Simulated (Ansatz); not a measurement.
Relaxation of Cl2H6OW (10 atoms, charge 0, multiplicity 1), to a largest force component of 0.03 eV/Å in at most 50 steps.

Method: RKS PBE0-D4/def2-SVP in Ansatz.

```xyz
10
Properties=species:S:1:pos:R:3
W -0.453 -0.016 -0.208
H -0.619 -0.131 2.706
H 0.998 0.621 0.431
H 0.896 0.782 -0.880
Cl -2.617 -0.956 -0.146
Cl 0.713 -1.949 -0.120
H -0.621 0.252 -1.845
O -1.089 1.637 0.483
H -2.026 1.882 0.466
H -0.710 0.487 2.346
```

Problem. Where does it end, and by what steps?

Solution. The run converged. After 25 steps the energy has fallen by 0.351 eV; H9 moved furthest, 0.99 Å.

```tsv
step	energy less start (eV)	largest force component (eV/Å)	accepted
0	0.0000	1.525	yes
1	-0.1116	0.373	yes
2	-0.1217	0.620	yes
3	-0.1332	0.268	yes
4	-0.1402	0.269	yes
5	-0.1456	0.400	yes
6	-0.1496	0.369	yes
7	-0.1544	0.349	yes
8	-0.1593	0.504	yes
9	-0.1666	0.479	yes
10	-0.1723	0.650	yes
11	-0.1874	0.914	yes
12	-0.2186	0.905	yes
13	-0.2445	0.678	yes
14	-0.1631	1.642	no
15	-0.2754	0.488	yes
16	-0.2955	0.254	yes
17	-0.3192	0.163	yes
18	-0.3283	0.610	yes
19	-0.3388	0.685	yes
20	-0.3291	1.048	no
21	-0.3475	0.304	yes
22	-0.3465	0.597	no
23	-0.3500	0.090	yes
24	-0.3510	0.045	yes
25	-0.3512	0.020	yes
```

```xyz
10
Properties=species:S:1:pos:R:3
W -0.573 0.027 -0.074
H -1.050 -0.314 2.320
H 0.776 0.845 0.560
H 0.671 0.817 -0.900
Cl -2.467 -1.399 0.077
Cl 0.921 -1.685 0.065
H -0.700 0.027 -1.735
O -1.399 1.640 0.156
H -1.322 2.572 0.386
H -0.388 0.078 2.376
```

Time of the run: 87 s on 2 threads of AMD EPYC 7B13 (Zen 3), on a shared host, peak memory 0.29 GiB.
